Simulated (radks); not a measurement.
Results of a calculation; reference values are marked as such.
The nuclear charge of neutral platinum is varied continuously with 78 electrons held in [Xe] 4f14 5d9 6s1. Level of theory: scalar-relativistic Kohn-Sham, PBEsol, spin-polarised, spherical densities, finite nucleus; open shells are filled with parallel spins first (spin-orbit coupling, left out, can overturn this in heavy ions); Fermi nuclear charge, rms radius 5.427 fm (a radial shooting solver on a logarithmic mesh with Libxc functionals). By the Hellmann-Feynman theorem dE/dZ = E(electron-nucleus)/Z, the electronic potential at the nucleus (averaged over a nucleus of fixed radius). The scalar-relativistic energy here is not variational (the density holds large components alone), so the two differ by a part that grows with Z.

Z     E (hartree)  E(electron-nucleus)/Z (hartree)  HOMO  e(HOMO) (eV)  <r> HOMO (bohr)
77.8  -18286.5074                         -583.958    5d        -3.699            1.736
78    -18404.5512                         -586.299    5d        -5.651            1.692
78.2  -18523.0734                         -588.641    5d        -7.731            1.652
78.4  -18642.0743                         -590.985    6s        -9.421            2.730
78.6  -18761.5543                         -593.330    6s       -11.183            2.663
78.8  -18881.5139                         -595.677    6s       -13.018            2.601
79    -19001.9536                         -598.026    6s       -14.922            2.543

The central difference of E at Z = 78 is -591.415 hartree, to compare with the third column; the second derivative is -12 hartree.
